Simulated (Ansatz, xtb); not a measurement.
# Relative energy of two isomers of C3H6BrF3Si

Structure a: `FC(F)(F)C[SiH2]CBr`, a singlet. Structure b: `C[Si](C)(Br)C(F)(F)F`, a singlet. Both are isolated molecules in the gas phase, relaxed with B3LYP/def2-SVP; each stands in its lowest conformer found.

Question: Estimate which is lower in electronic energy at CCSD(T)/def2-SVP + ΔMP2/def2-TZVPP, and by roughly how much.

Answer: The CCSD(T)/def2-SVP + ΔMP2/def2-TZVPP calculation puts structure b lower, by 157.7 kJ/mol.

The same difference at several levels:

```csv
level,geometry,E(b) − E(a) (kJ/mol),departure from the last row (kJ/mol),"job, with rough time for the two"
GFN2-xTB,GFN2-xTB,−71.3,+86.4,"optimisation, 0.25 s"
HF/STO-3G,GFN2-xTB,−166.0,−8.3,"single point, 1.1 s"
r2SCAN-D4/def2-SVP,GFN2-xTB,−158.5,−0.8,"single point, 11 s"
B3LYP/def2-SVP,B3LYP/def2-SVP,−148.8,+8.9,"optimisation, 2 min"
HF/def2-SVP,B3LYP/def2-SVP,−146.9,+10.8,part of the CCSD(T) run
MP2/def2-SVP,B3LYP/def2-SVP,−153.3,+4.4,part of the CCSD(T) run
CCSD(T)/def2-SVP,B3LYP/def2-SVP,−144.3,+13.3,single point
CCSD(T)/def2-SVP + ΔMP2/def2-TZVPP,B3LYP/def2-SVP,−157.7,,"single point, 7 min"
```

As drawn, b has 1 C–Si, 1 Br–Si, 2 C–H in place of 1 C–C, 1 C–Br, 2 Si–H.

The levels shown agree on the order. The largest departure from CCSD(T)/def2-SVP + ΔMP2/def2-TZVPP is that of GFN2-xTB, 86.4 kJ/mol. The last row adds to CCSD(T) the change of the MP2 difference between the two basis sets, here −13.3 kJ/mol, a large step that makes the value less sure.

With thermal terms from frequencies at re-optimised GFN2-xTB minima (ideal gas, soft modes damped towards free rotors, one conformer each, 298.15 K, 1 atm): on the last row, ΔE + ΔZPE = −149.0, ΔH = −145.7, ΔG = −151.8 kJ/mol.

The correlated steps freeze 20 core orbitals; the filled d shell of Br is correlated, in a basis made for valence electrons. Run with Ansatz 0.2.0, xtb 6.7.1; the last row on 2 threads of Arm Neoverse V2 on a shared host.
